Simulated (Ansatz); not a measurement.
Two members of one family (S-phenylthianthrenium salts), computed with Ansatz in the gas phase. The two geometries come from different levels. Binding counts from free atoms in the multiplicity of their measured ground term, without zero-point energy. The structures are stationary points that may keep the symmetry of their start.

First: S-phenylthianthrenium trifluoroacetate (singlet, charge 0, r2SCAN-D4/def2-SVP geometry).

```xyz
40

O     2.715   -0.567   -1.731
C     2.833    0.603   -1.377
O     2.006    1.332   -0.738
C     4.134    1.370   -1.726
F     3.863    2.414   -2.538
F     4.716    1.867   -0.618
F     5.033    0.599   -2.346
C    -1.618    3.699    1.419
C    -1.818    2.427    1.970
C    -1.314    1.297    1.325
C    -0.610    1.463    0.127
S     0.021    0.048   -0.786
C    -1.540   -0.929   -0.907
C    -2.799   -0.322   -0.988
C    -3.916   -1.081   -1.341
C    -3.779   -2.445   -1.616
C    -2.528   -3.056   -1.531
C    -1.397   -2.297   -1.190
S     0.186   -3.097   -1.178
C     0.935   -2.328    0.228
C     1.684   -3.117    1.113
C     2.330   -2.526    2.199
C     2.222   -1.150    2.423
C     1.481   -0.351    1.552
C     0.847   -0.951    0.463
C    -0.387    2.724   -0.431
C    -0.907    3.845    0.224
H    -2.015    4.581    1.929
H    -2.366    2.313    2.909
H    -1.471    0.299    1.742
H    -2.908    0.747   -0.790
H    -4.896   -0.600   -1.406
H    -4.653   -3.043   -1.890
H    -2.413   -4.126   -1.723
H     1.752   -4.194    0.937
H     2.920   -3.148    2.877
H     2.737   -0.686    3.269
H     1.440    0.731    1.676
H     0.217    2.821   -1.334
H    -0.739    4.839   -0.199
```

```csv
level,HOMO (eV),LUMO (eV),gap (eV),binding per atom (eV)
PBE-D4/def2-SVP,-4.76,-2.40,2.36,5.39
B3LYP-D4/6-31G,-5.97,-1.46,4.51,4.84
PBE0-D4/def2-SVP,-6.38,-1.62,4.76,5.23
```

Second: S-phenylthianthrenium bistriflimide (singlet, charge 0, PBE-D4/def2-SVP geometry).

Cartesian coordinates in Å:
```
O -0.029 1.578 -2.622
S 1.378 1.120 -2.695
O 2.434 1.993 -3.240
N 1.710 0.506 -1.199
S 3.132 -0.241 -0.882
O 3.708 -0.979 -2.025
O 2.978 -0.900 0.440
C 4.386 1.149 -0.539
F 3.819 2.145 0.180
F 4.858 1.654 -1.675
F 5.398 0.638 0.176
C 1.294 -0.374 -3.898
F 0.295 -0.134 -4.764
F 2.433 -0.507 -4.574
F 1.022 -1.513 -3.241
C 1.806 0.145 3.891
C 0.709 -0.707 3.670
C -0.075 -0.564 2.518
C 0.267 0.446 1.602
S -0.640 0.712 0.083
C -2.323 0.999 0.717
C -2.558 1.526 1.996
C -3.855 1.922 2.347
C -4.907 1.785 1.427
C -4.673 1.240 0.159
C -3.372 0.849 -0.213
S -3.096 0.218 -1.851
C -1.945 -1.092 -1.505
C -2.100 -2.326 -2.164
C -1.195 -3.368 -1.923
C -0.136 -3.195 -1.018
C 0.041 -1.972 -0.358
C -0.869 -0.939 -0.613
C 1.354 1.304 1.806
C 2.127 1.148 2.965
H 2.424 0.014 4.791
H 0.466 -1.496 4.398
H -0.933 -1.226 2.333
H -1.727 1.644 2.706
H -4.041 2.343 3.346
H -5.926 2.094 1.704
H -5.498 1.103 -0.556
H -2.943 -2.462 -2.857
H -1.320 -4.325 -2.448
H 0.588 -4.004 -0.844
H 0.919 -1.801 0.284
H 1.617 2.049 1.044
H 2.997 1.799 3.123
```

Estimate the same table for the second.


| level | HOMO (eV) | LUMO (eV) | gap (eV) | binding per atom (eV) |
| --- | --- | --- | --- | --- |
| PBE-D4/def2-SVP | -5.90 | -2.73 | 3.17 | 5.07 |
| B3LYP-D4/6-31G | -6.75 | -1.80 | 4.94 | 4.24 |
| PBE0-D4/def2-SVP | -7.07 | -1.98 | 5.09 | 4.88 |
